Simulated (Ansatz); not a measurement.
`N=C([SiH3])CI` and `N=C([SiH3])CCl` differ in one element.

Ansatz, PBE0-D4/def2-TZVP geometries, multiplicity 1. Each molecule was computed in one conformer, which needn't be the lowest.

Elements past krypton have def2 core potentials.

| property | `N=C([SiH3])CI` |
| --- | --- |
| HOMO energy (PBE0/def2-TZVPP) / eV | -7.46 |
| HOMO energy (PBE/def2-TZVPP) / eV | -6.14 |
| LUMO energy (ωB97M-V/def2-TZVPP) / eV | 0.32 |
| LUMO energy (B3LYP/def2-TZVPP) / eV | -1.94 |
| HOMO–LUMO gap (PBE/def2-TZVPP) / eV | 3.47 |
| LUMO energy (PBE/def2-TZVPP) / eV | -2.67 |

Task: Give the same properties after the change, and the shifts. (An estimate is asked.)

Result: Computed: 
| property | `N=C([SiH3])CCl` | shift |
| --- | --- | --- |
| HOMO energy (PBE0/def2-TZVPP) / eV | -7.68 | -0.22 |
| HOMO energy (PBE/def2-TZVPP) / eV | -6.23 | -0.09 |
| LUMO energy (ωB97M-V/def2-TZVPP) / eV | 1.22 | 0.90 |
| LUMO energy (B3LYP/def2-TZVPP) / eV | -1.19 | 0.75 |
| HOMO–LUMO gap (PBE/def2-TZVPP) / eV | 4.20 | 0.73 |
| LUMO energy (PBE/def2-TZVPP) / eV | -2.03 | 0.64 |

With PBE0 the HOMO falls by 0.22 eV and the LUMO rises by 0.75 eV, so the gap widens by about 0.97 eV. PBE moves the HOMO by -0.09 eV and ωB97M-V by -0.31 eV.

B3LYP here is the variant with VWN-RPA as its local correlation; programs differ in this.

Spin–orbit coupling is left out; it splits and shifts lone-pair levels of the heavy atoms by tenths of an eV.
